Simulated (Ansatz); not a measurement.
GeH₉NSi₂, SMILES `[SiH3][N]([SiH3])[GeH3]`, relaxed with RKS PBE0-D4/def2-TZVP in Ansatz from a PBE-D4/def2-SVP geometry. The force threshold is 0.005 eV/Å; the program also tests the step.

Total charge 0; spin multiplicity 1.

Start:

```xyz
13

Si    1.192   -0.774   -1.076
N    -0.055   -0.115   -0.016
Si   -1.586    0.479   -0.660
Ge    0.392    0.281    1.764
H     2.033   -1.749   -0.296
H     0.527   -1.471   -2.232
H     2.118    0.279   -1.636
H    -2.646    0.356    0.402
H    -1.535    1.927   -1.086
H    -1.959   -0.346   -1.862
H     1.379   -0.813    2.244
H    -0.924    0.265    2.581
H     1.063    1.680    1.872
```

Q: By how much does the energy fall, and how many steps does the optimiser take? (Best estimate.)

A: Ansatz gave: 7.17 kJ/mol, in 33 steps, 3 of them rejected.

Q: Which bonds change most? (Best estimate.)

A: The calculation gave: N2–Si3 from 1.764 to 1.728 Å; Si1–N2 from 1.764 to 1.728 Å; Si1–H7 from 1.510 to 1.489 Å; Si3–H9 from 1.510 to 1.489 Å.

Q: Give the relaxed structure. (Estimate.)

A: Ansatz gave: 
```xyz
13

Si    1.106   -0.974   -0.973
N    -0.006    0.005   -0.084
Si   -1.606    0.380   -0.617
Ge    0.507    0.603    1.598
H     1.268   -2.328   -0.374
H     0.605   -1.124   -2.364
H     2.451   -0.336   -0.992
H    -2.622   -0.582   -0.104
H    -1.976    1.731   -0.108
H    -1.658    0.371   -2.101
H     1.679   -0.281    2.055
H    -0.691    0.461    2.551
H     0.943    2.074    1.512
```
